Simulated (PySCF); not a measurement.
Species: C5H3ClOS.
Atom-mapped SMILES: `[O:1]=[C:2]([Cl:3])[c:4]1[cH:5][cH:6][s:7][cH:8]1` (hydrogens: H9 on C5; H10 on C6; H11 on C8)

The same species was optimised twice, with GFN2-xTB and with PBE0-D3(BJ)/def2-SVP (PySCF), and the same property calculations (PySCF, gas phase) were run on both structures.

| coordinate | GFN2-xTB | PBE0-D3(BJ)/def2-SVP | change |
| --- | --- | --- | --- |
| C2–C4 (Å) | 1.448 | 1.468 | +0.020 |
| C5–C6 (Å) | 1.351 | 1.364 | +0.013 |
| C2–Cl3 (Å) | 1.781 | 1.791 | +0.010 |
| C4–C8 (Å) | 1.373 | 1.379 | +0.006 |
| C4–C5 (Å) | 1.428 | 1.431 | +0.003 |
| C6–S7 (Å) | 1.726 | 1.724 | -0.002 |
| S7–C8 (Å) | 1.701 | 1.703 | +0.002 |
| O1=C2 (Å) | 1.189 | 1.188 | -0.001 |
| O1–C2–C4 (°) | 127.7 | 125.7 | -2.0 |
| O1–C2–Cl3 (°) | 119.2 | 120.3 | +1.1 |
| Cl3–C2–C4 (°) | 113.1 | 114.0 | +0.9 |
| C6–S7–C8 (°) | 91.5 | 92.4 | +0.9 |
| C4–C8–S7 (°) | 112.1 | 111.4 | -0.7 |
| C5–C4–C8 (°) | 111.9 | 112.6 | +0.7 |
| C2–C4–C8 (°) | 126.8 | 126.4 | -0.4 |
| C5–C6–S7 (°) | 112.0 | 111.6 | -0.4 |
| O1–C2–C4–C5 (°) | 0 | 1 | +1 |

Rotational constants: A = 3331, B = 929.9, C = 727.0 MHz (GFN2-xTB) against A = 3309, B = 917.8, C = 718.5 MHz (PBE0-D3(BJ)/def2-SVP). Point groups within 0.08 Å: Cs and Cs.

On the GFN2-xTB structure: HOMO (eV) -7.83 [PBE0/pcSseg-1]; LUMO (eV) -2.11 [PBE0/pcSseg-1]; dipole (D) 3.73 [PBE0/pcSseg-1]; GIAO shielding of O1 (ppm) -219.1 [PBE0/pcSseg-1]; GIAO shielding of C2 (ppm) 18.6 [PBE0/pcSseg-1]; GIAO shielding of Cl3 (ppm) 526.0 [PBE0/pcSseg-1]; GIAO shielding of C4 (ppm) 45.5 [PBE0/pcSseg-1]; GIAO shielding of C5 (ppm) 52.9 [PBE0/pcSseg-1]; GIAO shielding of C6 (ppm) 51.9 [PBE0/pcSseg-1]; GIAO shielding of S7 (ppm) 254.4 [PBE0/pcSseg-1]; GIAO shielding of C8 (ppm) 35.9 [PBE0/pcSseg-1].

**Question.** What do these properties become on the PBE0-D3(BJ)/def2-SVP structure?

**Answer.** 
```json
{"property": "HOMO (eV)", "level": "PBE0/pcSseg-1", "on GFN2-xTB": "-7.83", "on PBE0-D3(BJ)/def2-SVP": "-7.78", "change": "+0.05"}
{"property": "LUMO (eV)", "level": "PBE0/pcSseg-1", "on GFN2-xTB": "-2.11", "on PBE0-D3(BJ)/def2-SVP": "-2.07", "change": "+0.04"}
{"property": "dipole (D)", "level": "PBE0/pcSseg-1", "on GFN2-xTB": "3.73", "on PBE0-D3(BJ)/def2-SVP": "3.60", "change": "-0.13"}
{"property": "energy, GFN2-xTB geometry as zero (kcal/mol)", "level": "PBE0/pcSseg-1", "on GFN2-xTB": "0.0", "on PBE0-D3(BJ)/def2-SVP": "-0.5", "change": "-0.5"}
{"property": "GIAO shielding of O1 (ppm)", "level": "PBE0/pcSseg-1", "on GFN2-xTB": "-219.1", "on PBE0-D3(BJ)/def2-SVP": "-220.5", "change": "-1.4"}
{"property": "GIAO shielding of C2 (ppm)", "level": "PBE0/pcSseg-1", "on GFN2-xTB": "18.6", "on PBE0-D3(BJ)/def2-SVP": "17.6", "change": "-1.0"}
{"property": "GIAO shielding of Cl3 (ppm)", "level": "PBE0/pcSseg-1", "on GFN2-xTB": "526.0", "on PBE0-D3(BJ)/def2-SVP": "523.1", "change": "-2.9"}
{"property": "GIAO shielding of C4 (ppm)", "level": "PBE0/pcSseg-1", "on GFN2-xTB": "45.5", "on PBE0-D3(BJ)/def2-SVP": "42.7", "change": "-2.8"}
{"property": "GIAO shielding of C5 (ppm)", "level": "PBE0/pcSseg-1", "on GFN2-xTB": "52.9", "on PBE0-D3(BJ)/def2-SVP": "50.5", "change": "-2.4"}
{"property": "GIAO shielding of C6 (ppm)", "level": "PBE0/pcSseg-1", "on GFN2-xTB": "51.9", "on PBE0-D3(BJ)/def2-SVP": "50.0", "change": "-1.9"}
{"property": "GIAO shielding of S7 (ppm)", "level": "PBE0/pcSseg-1", "on GFN2-xTB": "254.4", "on PBE0-D3(BJ)/def2-SVP": "251.9", "change": "-2.5"}
{"property": "GIAO shielding of C8 (ppm)", "level": "PBE0/pcSseg-1", "on GFN2-xTB": "35.9", "on PBE0-D3(BJ)/def2-SVP": "36.9", "change": "+1.0"}
```

The heavy atoms differ by 0.019 Å rms after alignment. Among bonds between heavy atoms C2–C4 changes most (+0.020 Å). Changes are differences of the printed values. Neither structure is proved a minimum here.

The values belong to the conformer `[O:1]=[C:2]([Cl:3])[c:4]1[cH:5][cH:6][s:7][cH:8]1`: O1–C2–C4–C5 1°.
